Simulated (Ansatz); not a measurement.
Q: Name a neutral molecule of O, Si, Sn and H with size of the dipole moment (ωB97M-V/def2-TZVPP) between 2.45 and 2.75 D and HOMO–LUMO gap (ωB97M-V/def2-TZVPP) between 9.50 and 9.80 eV (Ansatz, PBE0-D4/def2-TZVP geometry).

A: `[SiH3][O][Sn][O][SiH3]` (2.51 D, 9.75 eV). Other molecules can fit too; these were computed, each in one conformer that needn't be the lowest.
